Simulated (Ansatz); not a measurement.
Input and output for (FAlNH)4 cubane (Al₄N₄F₄H₄).

```yaml
crystal:
  periodic: [false, false, false]
  atoms:
    - {symbol: Al, position_ang: [-0.803543, 1.464738, 0.043285]}
    - {symbol: F, position_ang: [-1.610864, 2.935411, 0.086306]}
    - {symbol: N, position_ang: [-1.167982, -0.038270, 1.203634]}
    - {symbol: Al, position_ang: [-1.091028, -1.224634, -0.320943]}
    - {symbol: F, position_ang: [-2.186201, -2.454733, -0.643367]}
    - {symbol: N, position_ang: [-0.733832, 0.279106, -1.482562]}
    - {symbol: Al, position_ang: [1.163379, 0.038040, -1.199188]}
    - {symbol: F, position_ang: [2.332003, 0.076497, -2.403075]}
    - {symbol: N, position_ang: [1.095037, 1.229437, 0.322257]}
    - {symbol: Al, position_ang: [0.731117, -0.278162, 1.476818]}
    - {symbol: F, position_ang: [1.464895, -0.557300, 2.960110]}
    - {symbol: N, position_ang: [0.806716, -1.470282, -0.043373]}
    - {symbol: H, position_ang: [-1.880942, -0.061453, 1.939215]}
    - {symbol: H, position_ang: [-1.182224, 0.449855, -2.387945]}
    - {symbol: H, position_ang: [1.764168, 1.980146, 0.518805]}
    - {symbol: H, position_ang: [1.299291, -2.368387, -0.069976]}
basis:
  gaussian: {orbitals: STO-3G}
magnetization: {spin_polarized: true, initial_magnetization: 2}
hamiltonian: {xc: {name: RPBE}}
scf: {omitted_lower_state_checks: [starts]}
output: {forces: true}
```

```sh
$ ansatz run in.yaml --threads 2 --pin off --events-out ev --progress --plain --max-ram 32768MiB --backend cpu
```

It prints (some lines left out):

```
Functional definition: RPBE
1022 factors; integrals over basis functions are off by at most 5.9e-5 eV
mean field evaluation 1: about -42722.0833 eV, gradient 4.4e1 eV
mean field evaluation 2: about -42700.5964 eV, gradient 7.4e1 eV
mean field evaluation 4: about -42726.7459 eV, gradient 2.5e1 eV
mean field evaluation 8: about -42731.5603 eV, gradient 1.5e1 eV
mean field evaluation 16: about -42733.6854 eV, gradient 9.0e-1 eV
mean field evaluation 32: about -42733.6990 eV, gradient 2.5e-6 eV
mean field -42733.69899063 eV, -1570.4344719641 hartree, gradient 2.5e-6 eV, S^2 2.000517; 0 other end points of the search recorded, 0 dependent functions left out
reference -42733.69901771 eV, -1570.4344729593 hartree; 61, 59 occupied and 19, 21 virtual orbitals, 1022 factors
Total energy: -42733.69901771 eV, -1570.4344729593 hartree
Atom 0 at    -0.803543     1.464738     0.043285 Å, force     0.031716    -0.176211     0.057982 eV/Å
Atom 1 at    -1.610864     2.935411     0.086306 Å, force    -0.402112     0.773337    -0.000145 eV/Å
Atom 2 at    -1.167982    -0.038270     1.203634 Å, force     1.585885     0.272955    -1.746519 eV/Å
Atom 3 at    -1.091028    -1.224634    -0.320943 Å, force     0.091197     0.158533    -0.041979 eV/Å
Atom 4 at    -2.186201    -2.454733    -0.643367 Å, force    -0.561537    -0.651554    -0.141419 eV/Å
Atom 5 at    -0.733832     0.279106    -1.482562 Å, force     0.907203    -0.586044     2.115106 eV/Å
Atom 6 at     1.163379     0.038040    -1.199188 Å, force    -0.093590    -0.082046     0.140972 eV/Å
Atom 7 at     2.332003     0.076497    -2.403075 Å, force     0.598608     0.047949    -0.631593 eV/Å
Atom 8 at     1.095037     1.229437     0.322257 Å, force    -1.486825    -1.835094    -0.253224 eV/Å
Atom 9 at     0.731117    -0.278162     1.476818 Å, force    -0.029067     0.099863    -0.157195 eV/Å
Atom 10 at     1.464895    -0.557300     2.960110 Å, force     0.364702    -0.169898     0.773106 eV/Å
Atom 11 at     0.806716    -1.470282    -0.043373 Å, force    -1.006198     2.148206    -0.115073 eV/Å
Atom 12 at    -1.880942    -0.061453     1.939215 Å, force    -1.481466    -0.044041     1.524314 eV/Å
Atom 13 at    -1.182224     0.449855    -2.387945 Å, force    -0.932554     0.349763    -1.878365 eV/Å
Atom 14 at     1.764168     1.980146     0.518805 Å, force     1.388985     1.556034     0.412564 eV/Å
Atom 15 at     1.299291    -2.368387    -0.069976 Å, force     1.025052    -1.861753    -0.058532 eV/Å
Dipole moment:     0.000058     0.000031     0.000025 e Å
Checks for a lower state left out: starts
```

Hardware: 2 threads of AMD EPYC 7R13 on a shared host. Wall time 8.5 s.
